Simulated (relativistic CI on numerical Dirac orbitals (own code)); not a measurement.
## One change at a time: Kr

Base calculation: Dirac-Coulomb-Breit CI, KLI orbitals optimised for each configuration, QED by a radiative potential, valence Slater integrals scaled by 0.85, P86 correlation energy added to each configuration.

Configuration list (outside the closed core [Ar] 3d10 4s2): 4p⁶, 4p⁵5s, 4p⁵5p, 4p⁵4d, 4p⁵6s, 4p⁵6p, 4p⁵5d, 4p⁵4f, 4p⁵6d, 4p⁵5f, 4p⁵5g, 4p⁵6f. Double excitations out of closed p, d and f shells are left out; levels of such configurations are missing from the list, as are those of other unlisted configurations, and high levels can miss mixing partners.

Variants: (1) Slater integrals left unscaled; (2) self-excluded LDA correlation estimate; (3) Breit term removed. Shifts of the energy above 4p⁶ ¹S0, in cm⁻¹, for the lowest level and the first level of each name with at least 55 % of one term (blank where a level changes its place among those of its configuration and J or its character, or is not in the variant):

```
     Level      Base    Δ(1)     Δ(2)    Δ(3)  Measured
   4p⁶ ¹S0       0.0     0.0      0.0     0.0       0.0
4p⁵5s ³P°2   80655.9  -113.8  +1951.0   +10.1   79971.7
4p⁵5s ³P°0   85984.7  -123.2  +1956.8  +119.3   85191.6
 4p⁵5p ³S1   90933.4  -223.5  +3026.0   +11.1   91168.5
 4p⁵5p ³D3   91824.0   -61.6  +3026.9   +10.4   92294.4
 4p⁵5p ³P2   92578.4   +71.1  +3027.1   +10.8   93123.3
 4p⁵5p ³D1   97229.8   -10.8  +3026.3  +117.8   97595.9
4p⁵4d ³P°0   97363.4  -169.2  +2753.7   +16.9          
 4p⁵5p ³P1   97489.2   +37.7  +3024.8  +118.2   97919.1
4p⁵4d ³P°1   97614.5  -149.2  +2758.0   +19.3          
4p⁵4d ³F°4   98000.2   -99.4  +2769.9   +18.1   97797.3
4p⁵4d ³P°2   98039.6  -112.4  +2766.0   +21.0          
4p⁵4d ³F°3   98380.6   -52.0  +2771.8   +17.9          
4p⁵4d ³D°3   98978.1   +68.4  +2770.7   +19.0          
4p⁵6s ³P°2   99562.3   -11.0  +2790.8   +12.2   99626.9
 4p⁵6p ³S1  102914.4   -67.2  +2726.0   +12.8          
 4p⁵6p ³D3  103078.5   -24.3  +2722.5   +11.9          
 4p⁵6p ¹P1  103298.4   +17.3  +2722.8   +10.8          
 4p⁵6p ³P2  103332.9   +20.8  +2722.6   +11.3          
4p⁵4d ³F°2  103639.4   -27.0  +2745.9  +121.2          
4p⁵5d ³P°0  104466.7  -142.5  +2488.0   +48.9          
4p⁵5d ³F°4  104979.9   -63.6  +2391.7   +16.7
```

For a near-neutral ion this model can misplace configurations by up to about 10,000 cm⁻¹ (more where the count of f electrons changes) and terms by 10 to 25 % of their spread. Rates follow the energies as ν³ (E1, M1) or ν⁵ (E2), so they and the lifetimes can be off by large factors. The fine structure of a lone outer electron comes out too small, for d and f at times inverted, and misplaced configurations move strength between like terms. 16 of the 18 excited levels that our extract of the measured tables holds in this range could be paired (the sources list more); they are missed by 464 cm⁻¹ on average and 796 at most, and levels without a partner can miss by more.

Measured levels: NIST Handbook of Basic Atomic Spectroscopic Data (Sansonetti and Martin, J. Phys. Chem. Ref. Data 34, 1559 (2005)).

Ionisation energy from the two ground configurations alone: base 14.13 eV; self-excluded LDA correlation estimate 14.33 eV. The NIST ASD value (measured) is 13.9996 eV.

LS names give the leading component of a level, which can be under half, so a name can repeat, a term be missing and a line seem to break the LS rules.
